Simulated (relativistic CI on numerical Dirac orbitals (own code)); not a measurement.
**Charge states of ytterbium**

Calculated at this level of theory: Dirac-Coulomb-Breit CI, orbitals from a KLI potential per configuration, model QED, valence Slater integrals scaled by 0.9 (own radial code, finite nucleus).

Each species is treated in one configuration, given outside its closed core. Radial values are for the open shell of highest l, unscaled and averaged over j; ζ includes the Breit term. Labels give the leading LS character, summed over repeated terms.

```csv
Ion,Configuration,Its lowest level,LS weight (%),⟨r⟩ (bohr),⟨r²⟩ (bohr²),F² (cm⁻¹),F⁴ (cm⁻¹),g_J,g√(J(J+1))
Yb,4f¹⁴6s²,¹S0,100,,,,,,0.00
Yb⁺,4f¹⁴6s,²S1/2,100,3.659,15.14,,,2.002,1.73
Yb²⁺,4f¹⁴,¹S0,100,,,,,,0.00
Yb³⁺,4f¹³,²F°7/2,100,0.7274,0.6882,,,1.142,4.53
Yb⁴⁺,4f¹²,³H6,99,0.694,0.6112,139800,87790,1.164,7.54
Yb⁵⁺,4d¹⁰4f¹²5s²5p⁵,⁴H°13/2,78,0.6852,0.5903,141700,89130,1.199,8.37
Yb⁶⁺,4d¹⁰4f¹²5s²5p⁴,⁵I8,83,0.6769,0.5715,143700,90480,1.227,10.41
Yb⁷⁺,4d¹⁰4f¹²5s²5p³,J = 15/2 (mixed),44,0.669,0.5544,145600,91830,1.241,9.91
Yb⁸⁺,4d¹⁰4f¹²5s²5p²,J = 6 (mixed),33,0.6614,0.5385,147600,93190,1.178,7.63
Yb⁹⁺,4d¹⁰4f¹²5s²5p,⁴G°11/2,71,0.654,0.5235,149600,94570,1.222,7.31
Yb¹⁰⁺,4d¹⁰4f¹²5s²,³H6,99,0.6467,0.5092,151600,95980,1.164,7.54
Yb¹¹⁺,4d¹⁰4f¹¹5s²,⁴I°15/2,97,0.6271,0.4749,157400,99950,1.195,9.54
Yb¹²⁺,4d¹⁰4f¹⁰5s²,⁵I8,91,0.6094,0.4453,163000,103800,1.237,10.50
Yb¹³⁺,4d¹⁰4f¹⁰5s,⁶I17/2,93,0.6026,0.4335,165300,105400,1.285,11.55
Yb¹⁴⁺,4d¹⁰4f¹⁰,⁵I8,91,0.5956,0.4215,167800,107100,1.237,10.50
Yb¹⁵⁺,4d¹⁰4f⁹,⁶H°15/2,90,0.5808,0.3988,173000,110700,1.318,10.52
Yb¹⁶⁺,4d¹⁰4f⁸,⁷F6,91,0.5672,0.3785,178100,114300,1.483,9.61
Yb¹⁷⁺,4d¹⁰4f⁷,⁸S°7/2,93,0.5545,0.3602,183100,117700,1.979,7.85
Yb¹⁸⁺,4d¹⁰4f⁶,⁷F0,75,0.5427,0.3437,188000,121100,,0.00
Yb¹⁹⁺,4d¹⁰4f⁵,⁶H°5/2,84,0.5316,0.3287,192800,124400,0.338,1.00
Yb²⁰⁺,4d¹⁰4f⁴,⁵I4,89,0.5211,0.3149,197500,127700,0.622,2.78
Yb²¹⁺,4d¹⁰4f³,⁴I°9/2,88,0.5113,0.3022,202100,130900,0.749,3.72
Yb²²⁺,4d¹⁰4f²,³H4,90,0.5019,0.2905,206600,134000,0.819,3.66
Yb²³⁺,4d¹⁰4f,²F°5/2,100,0.4931,0.2797,,,0.854,2.53
```
